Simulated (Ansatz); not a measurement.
The cluster ZrO₃H₂⁻. Total charge -1; doublet. Geometry PBE-D4/def2-TZVP, that of the neutral singlet; atoms count from 1.

```xyz
6

Zr    0.034   -0.471   -0.458
O    -1.552   -0.569    0.728
O    -0.230    0.653   -1.798
O     1.739   -0.092    0.479
H    -2.403   -0.109    0.707
H     2.413    0.589    0.342
```

In the def2 sets Zr takes a core potential; there is no spin–orbit coupling. The highest occupied level of the charge -1 doublet lies above zero (up to 0.58 eV). By energy differences its removal costs 1.09 eV (vertical, to the charge 0 singlet, at PBE0-D4/def2-TZVPD); a positive level beside a positive removal energy at the same level points to self-interaction error. The structure comes from a short search, and lower isomers may exist.

**Question.** Estimate the Mulliken populations from the PBE0/def2-TZVPD orbitals of Ansatz.

**Answer.** 
```json
{"atom": "Zr1", "charge (e)": "0.82", "spin (α − β)": "1.39", "d electrons": "1.93"}
{"atom": "O2", "charge (e)": "-0.71", "spin (α − β)": "-0.15", "d electrons": "–"}
{"atom": "O3", "charge (e)": "-0.84", "spin (α − β)": "-0.12", "d electrons": "–"}
{"atom": "O4", "charge (e)": "-0.71", "spin (α − β)": "-0.15", "d electrons": "–"}
{"atom": "H5", "charge (e)": "0.22", "spin (α − β)": "0.02", "d electrons": "–"}
{"atom": "H6", "charge (e)": "0.22", "spin (α − β)": "0.02", "d electrons": "–"}
```
Mulliken values and Mayer orders depend strongly on the basis. With diffuse functions, as here, like atoms can get unlike values, and bond orders can come out too low or too high.

**Question.** Where does the spin sit?

**Answer.** Summed by element: Zr 1.39, O -0.43, H 0.04, of 1 unpaired in all. Largest on single atoms: Zr1 1.39, O2 -0.15, O4 -0.15.

**Question.** And the Mayer bond orders between bonded heavy atoms (over 0.3)?

**Answer.** Zr1–O3 1.46 (1.77 Å).
